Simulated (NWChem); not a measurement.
A series in which one site is exchanged, each optimised at PBE0/def2-SVP with NWChem, gas phase unless a solvent is named. This build's default masses of Se (78.918 u) and Br (79.917 u) are each other's, which moves their modes by up to 0.6 %.

A: [ZnH][GeH3] (ZnGeH4; site = Zn)
B: [SH][GeH3] (GeH4S; site = S)
C: [SeH][GeH3] (GeH4Se; site = Se)
D: [OH][GeH3] (GeH₄O; site = O)

Task: Rank them by dipole (D), PBE0/def2-SVP, lowest first.

Result: A (0.60), C (1.17), B (1.39), D (1.49)
